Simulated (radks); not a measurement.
Results of a calculation; reference values are marked as such.
Task: The mean radii <r> (bohr) of the occupied orbitals of an atom or ion are listed with their occupations. Code: a radial shooting solver on a logarithmic mesh with Libxc functionals. Model: scalar-relativistic Kohn-Sham, SCAN, spin-polarised, spherical densities, finite nucleus; meta-GGA in the generalised Kohn-Sham scheme; Fermi nuclear charge, rms radius of each element as measured or else 0.836 A^(1/3) + 0.57 fm.

| orbital | occ. | <r> |
|---|---|---|
| 1s up | 1 | 0.08575 |
| 1s down | 1 | 0.08575 |
| 2s up | 1 | 0.4123 |
| 2s down | 1 | 0.4124 |
| 2p up | 3 | 0.3757 |
| 2p down | 3 | 0.3757 |
| 3s up | 1 | 1.359 |
| 3p up | 3 | 1.523 |
| 3p down | 3 | 1.562 |

Name the element and its charge. Open shells, if any, are filled with parallel spins first.

Result: Z = 18, argon, charge +1: Ar+ in [Ne] 3s1 3p6. The 1s radius gives Z: for a bare nucleus <r> = (2 gamma + 1)/(2Z) with gamma = sqrt(1 - (Z/c)^2), 0.08285 bohr for Z = 18, and screening makes it slightly larger (0.08575 here). The occupations add up to 17, and the charge is Z minus that.
